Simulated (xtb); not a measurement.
xtb input (GFN2-xTB):

```bash
xtb mol.xyz --gfn 2 --ohess tight --chrg -1 --uhf 0
```
mol.xyz:
```
13

C     -0.93739754     1.63654751    -0.53553803
Si    -0.02979622     0.23302572     0.25236947
C      1.70529025    -0.10394587    -0.49072965
C     -1.07758409    -1.34331140     0.43504682
F      0.29787511     0.72240153     1.81493212
H     -1.88876614     1.87097789    -0.08160964
H     -0.40082674     2.58933781    -0.57250681
H      2.26655595    -0.81877214    -0.01028184
H      1.57831866    -0.40964527    -1.53742575
H      2.25820121     0.81432912    -0.48745855
H     -1.23961323    -1.77274636    -0.55313869
H     -1.96845833    -1.19856837     0.91893427
H     -0.51049580    -2.11491495     0.93376612
```

Output:

```
           -------------------------------------------------
          |                Calculation Setup                |
           -------------------------------------------------

           -------------------------------------------------
          |                 G F N 2 - x T B                 |
           -------------------------------------------------

        Reference                      10.1021/acs.jctc.8b01176
      * Hamiltonian:
        H0-scaling (s, p, d)           1.850000    2.230000    2.230000
        zeta-weighting                 0.500000
      * Dispersion:
        s8                             2.700000
        a1                             0.520000
        a2                             5.000000
        s9                             5.000000
      * Repulsion:
        kExp                           1.500000    1.000000
        rExp                           1.000000
      * Coulomb:
        alpha                          2.000000
        third order                    shell-resolved
        anisotropic                    true
        a3                             3.000000
        a5                             4.000000
        cn-shift                       1.200000
        cn-exp                         4.000000
        max-rad                        5.000000

          ...................................................
          :                      SETUP                      :
          :.................................................:
          :  # basis functions                  34          :
          :  # atomic orbitals                  33          :
          :  # shells                           19          :
          :  # electrons                        32          :
          :  max. iterations                   250          :
          :  Hamiltonian                  GFN2-xTB          :
          :  restarted?                      false          :
          :  GBSA solvation                  false          :
          :  PC potential                    false          :
          :  electronic temp.          300.0000000     K    :
          :  accuracy                    1.0000000          :
          :  -> integral cutoff          0.2500000E+02      :
          :  -> integral neglect         0.1000000E-07      :
          :  -> SCF convergence          0.1000000E-05 Eh   :
          :  -> wf. convergence          0.1000000E-03 e    :
          :  Broyden damping             0.4000000          :
          :  net charge                         -1          :
          :  unpaired electrons                  0          :
          ...................................................

 iter      E             dE          RMSdq      gap      omega  full diag
   1    -17.1936437 -0.171936E+02  0.490E+00    6.05       0.0  T
   2    -17.2819925 -0.883488E-01  0.614E+00    2.99       1.0  T
   3    -17.3131446 -0.311521E-01  0.507E+00    3.36       1.0  T
   4    -17.2202675  0.928771E-01  0.377E+00    2.67       1.0  T
   5    -17.3243289 -0.104061E+00  0.109E+00    3.69       1.0  T
   6    -17.3249959 -0.667075E-03  0.178E-01    3.90       1.0  T
[...]
 * 2 distinct bonds (by element types)

   Z      Z             #   av. dist./Å        max./Å        min./Å
   1 H    6 C           8     1.0884901     1.0918112     1.0867900
   6 C   14 Si          3     1.8726979     1.9141182     1.7898672

           -------------------------------------------------
          |               Frequency Printout                |
           -------------------------------------------------
 projected vibrational frequencies (cm⁻¹)
eigval :       -0.00    -0.00    -0.00     0.00     0.00     0.00
eigval :       62.89    73.32   157.32   188.44   231.91   253.83
eigval :      255.33   305.21   474.96   609.91   652.18   708.60
eigval :      783.95   800.12   801.31   824.48   891.12  1026.04
eigval :     1374.16  1374.69  1489.69  1528.03  1530.65  1540.78
eigval :     1545.98  2905.74  2909.48  2994.16  2999.62  3008.79
eigval :     3014.26  3023.12  3024.33
 reduced masses (amu)
   1: 12.68   2: 16.95   3: 17.91   4: 11.84   5: 15.08   6: 11.49   7:  1.26   8:  1.32
   9: 10.25  10:  9.58  11: 14.62  12: 15.64  13: 15.39  14:  2.21  15: 20.78  16:  3.42
  17: 12.30  18: 13.00  19:  2.83  20:  3.47  21:  3.73  22:  4.90  23:  7.06  24: 16.42
  25:  3.14  26:  3.13  27:  2.73  28:  1.64  29:  1.63  30:  1.63  31:  1.63  32:  2.02
  33:  1.52  34:  1.86  35:  1.84  36:  1.95  37:  1.93  38:  1.36  39:  1.38
 IR intensities (km·mol⁻¹)
   1:  1.35   2: 10.06   3: 11.68   4:  1.20   5: 10.83   6:  1.29   7:  0.00   8:  0.03
   9:  3.12  10:  1.09  11: 20.59  12: 34.51  13: 17.69  14:  4.37  15:180.77  16: 69.31
  17: 38.91  18: 45.11  19:  0.25  20: 26.69  21: 50.04  22:117.10  23:166.57  24:290.28
  25:  0.16  26:  1.07  27:  4.20  28:  1.79  29:  6.90  30:  0.01  31:  8.44  32:222.88
Molecule has the following symmetry elements: (sigma)
It seems to be the Cs point group
  33:197.11  34:  6.99  35:234.19  36: 75.06  37:188.19  38: 89.65  39: 42.98
 Raman intensities (Ä⁴*amu⁻¹)
   1:  0.00   2:  0.00   3:  0.00   4:  0.00   5:  0.00   6:  0.00   7:  0.00   8:  0.00
   9:  0.00  10:  0.00  11:  0.00  12:  0.00  13:  0.00  14:  0.00  15:  0.00  16:  0.00
  17:  0.00  18:  0.00  19:  0.00  20:  0.00  21:  0.00  22:  0.00  23:  0.00  24:  0.00
  25:  0.00  26:  0.00  27:  0.00  28:  0.00  29:  0.00  30:  0.00  31:  0.00  32:  0.00
  33:  0.00  34:  0.00  35:  0.00  36:  0.00  37:  0.00  38:  0.00  39:  0.00
 output can be read by thermo (or use thermo option).
 writing <g98.out> molden fake output.
 recommended (thermochemical) frequency scaling factor: 1.0
           -------------------------------------------------
          |             Thermodynamic Functions             |
           -------------------------------------------------

cs  symmetry found (for desy threshold:  0.10E+00) used in thermo

          ...................................................
          :                      SETUP                      :
          :.................................................:
          :  # frequencies                          33      :
          :  # imaginary freq.                       0      :
          :  linear?                             false      :
          :  only rotor calc.                    false      :
          :  symmetry                               cs      :
          :  rotational number                       1      :
          :  scaling factor                  1.0000000      :
          :  rotor cutoff                   50.0000000 cm⁻¹ :
          :  imag. cutoff                  -20.0000000 cm⁻¹ :
          :.................................................:

    mode    ω/cm⁻¹     T·S(HO)/kcal·mol⁻¹    T·S(FR)/kcal·mol⁻¹   T·S(vib)
   ------------------------------------------------------------------------
       1     62.89    -1.30124 ( 71.45%)    -0.98809 ( 28.55%)    -1.21184
       2     73.32    -1.21111 ( 82.22%)    -0.94269 ( 17.78%)    -1.16339
       3    157.32    -0.76976 ( 98.99%)    -0.71678 (  1.01%)    -0.76922
       4    188.44    -0.66880 ( 99.51%)    -0.66334 (  0.49%)    -0.66877
       5    231.91    -0.55577 ( 99.78%)    -0.60187 (  0.22%)    -0.55587
       6    253.83    -0.50799 ( 99.85%)    -0.57514 (  0.15%)    -0.50810
       7    255.33    -0.50492 ( 99.85%)    -0.57339 (  0.15%)    -0.50502
   ------------------------------------------------------------------------

   temp. (K)  partition function   enthalpy   heat capacity  entropy
                                   cal/mol     cal/K/mol   cal/K/mol   J/K/mol
 298.15  VIB   220.                 3621.213     22.262     22.406
         ROT  0.146E+06              888.752      2.981     26.611
         INT  0.321E+08             4509.965     25.243     49.018
         TR   0.842E+27             1481.254      4.968     39.425
         TOT                        5991.2193    30.2111    88.4424   370.0429

       T/K    H(0)-H(T)+PV         H(T)/Eh          T*S/Eh         G(T)/Eh
   ------------------------------------------------------------------------
    298.15    0.954762E-02    0.108339E+00    0.420218E-01    0.663172E-01
   ------------------------------------------------------------------------

         :::::::::::::::::::::::::::::::::::::::::::::::::::::
         ::                  THERMODYNAMIC                  ::
         :::::::::::::::::::::::::::::::::::::::::::::::::::::
         :: total free energy         -17.075721959573 Eh   ::
         ::.................................................::
         :: total energy              -17.142039154671 Eh   ::
         :: zero point energy           0.098791403893 Eh   ::
         :: G(RRHO) w/o ZPVE           -0.032474208795 Eh   ::
         :: G(RRHO) contrib.            0.066317195098 Eh   ::
         :::::::::::::::::::::::::::::::::::::::::::::::::::::

optimized geometry written to: xtbopt.xyz

           -------------------------------------------------
          | TOTAL ENERGY              -17.142039154671 Eh   |
Note: The following floating-point exceptions are signalling: IEEE_UNDERFLOW_FLAG IEEE_DENORMAL
normal termination of xtb
          | TOTAL ENTHALPY            -17.033700135097 Eh   |
          | TOTAL FREE ENERGY         -17.075721959573 Eh   |
          | GRADIENT NORM               0.000058709930 Eh/α |
          | HOMO-LUMO GAP               4.949904852862 eV   |
           -------------------------------------------------

------------------------------------------------------------------------
------------------------------------------------------------------------
 total:
 SCF:
 ANC optimizer:
 analytical hessian:
```

It need not be the lowest isomer of its formula. Whether it binds its extra electron was not tested at this geometry.
